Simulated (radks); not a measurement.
Task: The rubidium ion Rb2+, configuration [Ar] 3d9 4s2 4p6 (not the ground configuration). All-electron calculation, Dirac Kohn-Sham, B86b exchange with PBE correlation, spin-unpolarised, spherical densities, point nucleus; open shells are shared between the two j in proportion to 2j + 1. Program: a radial shooting solver on a logarithmic mesh with Libxc functionals. Some entries of the table are withheld. Estimate them.

| orbital | occ. | eigenvalue (hartree) | <1/r> (bohr^-1) |
|---|---|---|---|
| 1s1/2 | 2 | -553.7810 | 37.88 |
| 2s1/2 | 2 | -75.25965 | 8.505 |
| 2p1/2 | 2 | -68.39164 | (1) |
| 2p3/2 | 4 | -66.15781 | (2) |
| 3s1/2 | 2 | (3) | 2.850 |
| 3p1/2 | 2 | (4) | (5) |
| 3p3/2 | 4 | (6) | (7) |
| 3d3/2 | 3.6 | (8) | (9) |
| 3d5/2 | 5.4 | (10) | (11) |
| 4s1/2 | 2 | -1.96646 | 0.9766 |
| 4p1/2 | 2 | -1.35242 | 0.8569 |
| 4p3/2 | 4 | -1.31236 | 0.8378 |

Result: 
(1) 2p1/2 <1/r> (bohr^-1): 8.473
(2) 2p3/2 <1/r> (bohr^-1): 8.161
(3) 3s1/2 eigenvalue (hartree): -12.22960
(4) 3p1/2 eigenvalue (hartree): -9.76901
(5) 3p1/2 <1/r> (bohr^-1): 2.742
(6) 3p3/2 eigenvalue (hartree): -9.42493
(7) 3p3/2 <1/r> (bohr^-1): 2.668
(8) 3d3/2 eigenvalue (hartree): -5.13393
(9) 3d3/2 <1/r> (bohr^-1): 2.450
(10) 3d5/2 eigenvalue (hartree): -5.07420
(11) 3d5/2 <1/r> (bohr^-1): 2.431
